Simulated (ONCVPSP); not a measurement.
# Varying the ONCV potential for nickel

Base potential:

```json
{
 "Element": "nickel",
 "Generator": "ONCVPSP 4.0.1",
 "Type": "optimised norm-conserving Vanderbilt (ONCV)",
 "Functional": "PBE",
 "Relativity": "scalar-relativistic",
 "Frozen core": "[Ne]",
 "Valence charge": "18",
 "Reference configuration": "3s2 3p6 3d8 4s2",
 "Partial waves": "3s+4s: rc 1.15 bohr, ncon 4, nbas 9, qcut 13.8 1/bohr, 2 projectors; 3p: rc 0.70 bohr, ncon 4, nbas 7, qcut 13.4 1/bohr, 3 projectors, debl 1.8 Ha; 3d: rc 1.25 bohr, ncon 3, nbas 8, qcut 15 1/bohr, 2 projectors, debl 1.6 Ha; f scattering state at 0.32 Ha: rc 1.15 bohr, ncon 5, nbas 8, qcut 10.9 1/bohr, 2 projectors, debl 1.1 Ha",
 "Local potential": "polynomial inside 0.55 bohr (lpopt 5, dvloc0 -1 Ha)",
 "Core correction": "polynomial model core, fcfact 0.65"
}
```

In the p channel the program set the typed energies aside and used -2.623, 0.250, 2.050 Ha.

All-electron outer shells of the reference configuration (PBE, scalar-relativistic, ld1.x):

```tsv
shell	level (eV)	outermost node (bohr)	outermost maximum (bohr)
2p	-844.68	–	0.16
3s	-111.06	0.30	0.64
3p	-71.39	0.27	0.65
3d	-8.87	–	0.63
4s	-5.64	0.92	2.24
```

Cutoffs, loose and tight: the cutoffs (Ha) at which the residual kinetic energy of the hardest occupied pseudo-wave falls to 1 and 0.1 mHa per electron. They do not see the model core or the augmentation charge, which bear on the density cutoff. Test errors are all-electron minus pseudo excitation energies from the reference, over the configurations 3s2 3p6 3d8 4s1; 3s2 3p6 3d8 4s0; 3s2 3p6 3d7 4s0; 3s2 3p5 3d8 4s2. A dash means not determined; rows that change the core or the reference have their own tests.

A true bound ghost makes a file unfit for plane-wave use even where its test errors are small: the radial tests pick states by their node count and pass the ghost by.

```tsv
change	outcome	cutoff, loose	cutoff, tight	bound ghosts	GHOST(+) flags above zero	largest test error (meV)
base	generated, projector energies reset by the program	81 Ha	159 Ha	p	s	-33
s: qcut 19.4; p: qcut 18.9; d: qcut 21.1; f: qcut 15.3	failed: ERROR pspot: first pseudo wave function has node, program will stop	–	–	–	–	–
local potential polynomial inside 0.60 bohr (lpopt 4, dvloc0 0 Ha)	generated, projector energies reset by the program	81 Ha	159 Ha	p	s, p	-33
f: qcut 6.9	generated, projector energies reset by the program	81 Ha	159 Ha	p	s, f	-33
core [Ne] 3s2, valence charge 16; reference 3p6 3d7; waves now s scattering state at 0.19 Ha: rc 1.00 bohr, ncon 4, nbas 8, qcut 7.1 1/bohr, 2 projectors, debl 2.2 Ha; 3p: rc 0.80 bohr, ncon 3, nbas 7, qcut 8.5 1/bohr, 2 projectors, debl 2.9 Ha; 3d: rc 1.05 bohr, ncon 4, nbas 9, qcut 13.1 1/bohr, 3 projectors, debl 2.1 Ha; f scattering state at 0.03 Ha: rc 0.85 bohr, ncon 4, nbas 8, qcut 11.6 1/bohr, 2 projectors, debl 1.7 Ha; local potential polynomial inside 0.60 bohr (lpopt 2, dvloc0 0 Ha)	failed: ERROR pspot: first pseudo wave function has node, program will stop	–	–	–	–	–
local potential polynomial inside 0.55 bohr (lpopt 5, dvloc0 6 Ha)	generated, projector energies reset by the program	81 Ha	159 Ha	p	s, p	-33
core correction Teter function, parameters optimised by the program	generated, projector energies reset by the program	81 Ha	159 Ha	p	s	-161
```

(1) What comes out with this change to the base: d: qcut 8.9?

(2) What comes out with this change to the base: d: rc 1.46?

(3) What comes out with this change to the base: p: ncon 5, nbas 8?

## Answers

(1) outcome: generated, projector energies reset by the program; cutoff, loose: 102 Ha; cutoff, tight: 226 Ha; bound ghosts: p; GHOST(+) flags above zero: s; largest test error (meV): -185.

(2) outcome: generated, projector energies reset by the program; cutoff, loose: 81 Ha; cutoff, tight: 159 Ha; bound ghosts: p; GHOST(+) flags above zero: s; largest test error (meV): -78.

(3) outcome: generated, projector energies reset by the program; cutoff, loose: 82 Ha; cutoff, tight: 145 Ha; bound ghosts: p; GHOST(+) flags above zero: s, p; largest test error (meV): -33.
